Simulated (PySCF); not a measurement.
Computed with PySCF with PBE-D3(BJ)/def2-TZVP // r2SCAN-D4/def2-SVP. Isolated molecules, 0 K electronic values unless said otherwise. 

Reference species: [Cd(CH3)(Br)] (neutral, multiplicity 1).

* **dipole moment**: 2.96 D

Changed species: [Cd(CH3)(F)] (Y = F; the reference has Y = Br).

Task: Give the shifts of the dipole moment.

Result: the dipole moment increases by 0.26 D, to 3.22 D.
